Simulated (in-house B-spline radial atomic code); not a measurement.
How numerical settings move a run on Ba, [Xe] 6s2. Computed with an all-electron radial atomic-structure program (B-spline basis): scalar-relativistic (X2C) PBEsol, spherical fractional occupations, Fermi nucleus of rms radius 4.8378 fm.

Command:
```bash
python run_scf.py task.json out
```
Settings of the sound reference run:
```
Z                56
electrons        56
configuration    [Xe] 6s2
hamiltonian      x2c
method           pbesol
spin_polarised   False
nucleus          fermi
rms_radius       4.8378
mass_number      138
atomic_mass      137.9052
speed_of_light   137.036
knot_spacing     0.22
spline_order     8
gauss_points     12
box_radius       50
max_iterations   70
damping          0.5
damped_steps     3
diis_vectors     10
tolerance        1e-08
start            Thomas-Fermi
```

Cost of the run: 0.43 s on 1 thread of Intel(R) Xeon(R) Platinum 8375C CPU @ 2.90GHz (shared host).

It converges in 10 iterations to -8131.043455 hartree, with 6s at -3.24438 eV. The other runs change the listed settings, some to values that make no sense; their results aren't properties of the atom or ion. Radii are in bohr (the nuclear one in fm), a minus after a letter asks for a j subshell, and «unchanged» means within 1e-8 hartree. The run stops when the residual is below 10 × tolerance × max(1, Z/10), or a noise floor if that is larger, and the energy moves by less than 1e-8 × √|E| hartree; so very loose and very tight tolerances often act alike.

| changed settings | outcome |
| --- | --- |
| spline_order = 4, first_knot = 1.79e-06, max_iterations = 50, damping = 0.8 | converged in 11 iterations, energy +5.05e-03 hartree from the reference, 6s level +3.3e-05 eV |
| max_iterations = 3 | not converged after 3 iterations, last residual 3.0e-02, last energy +5.77e-02 hartree from the reference |
| max_iterations = 5 | not converged after 5 iterations, last residual 2.3e-03, last energy +3.22e-04 hartree from the reference |
| knot_spacing = 0.15 | converged in 10 iterations, energy -3.91e-06 hartree from the reference, 6s level -2.2e-05 eV |
| knot_spacing = 1.4 | converged in 9 iterations, energy +3.35e+02 hartree from the reference, 6s level -7.1e-01 eV (the program warns: 4s reaches the box edge; 4p reaches the box edge) |
| knot_spacing = 1, spline_order = 7, box_radius = 100, max_iterations = 75, tolerance = 1e-06 | converged in 8 iterations, energy +2.41e+02 hartree from the reference, 6s level -1.3e-01 eV |
| knot_spacing = 0.55 | converged in 10 iterations, energy +6.71e-01 hartree from the reference, 6s level +2.5e-04 eV |
| knot_spacing = 0.75 | converged in 10 iterations, energy +8.02e+00 hartree from the reference, 6s level -5.2e-03 eV |
| knot_spacing = 0.4 | converged in 10 iterations, energy +3.85e-03 hartree from the reference, 6s level -3.3e-04 eV |
| hamiltonian = dirac, method = scan,scan | stopped with error: meta-GGAs are not served with the Dirac Hamiltonian |
| knot_spacing = 0.1 | converged in 10 iterations, energy -4.02e-06 hartree from the reference, 6s level -2.4e-05 eV |
| spline_order = 6, max_iterations = 2, diis_vectors = 20 | not converged after 2 iterations, last residual 3.1e-01, last energy +3.35e+00 hartree from the reference |
| electrons = 57, configuration = [Xe] 6s2 7s-1, max_iterations = 100 | stopped with error: j subshells need the Dirac Hamiltonian and l > 0 |
| knot_spacing = 2 | converged in 9 iterations, energy +1.01e+03 hartree from the reference, 6s level -3.5e-01 eV (the program warns: 3s reaches the box edge; 3p reaches the box edge) |
| spline_order = 7, max_iterations = 12, diis_vectors = 0 | not converged after 12 iterations, last residual 6.6e-05, last energy +1.29e-06 hartree from the reference |

What happens with max_iterations = 12?

Converged in 10 iterations, energy unchanged.

What happens with max_iterations = 8?

Not converged after 8 iterations, last residual 1.7e-05, last energy +1.66e-08 hartree from the reference.

What happens with damping = 0.8?

Converged in 11 iterations, energy unchanged, 6s level +2.7e-06 eV.

What happens with knot_spacing = 1?

Converged in 9 iterations, energy +1.84e+02 hartree from the reference, 6s level -3.0e-01 eV (the program warns: 4s reaches the box edge; 4p reaches the box edge).
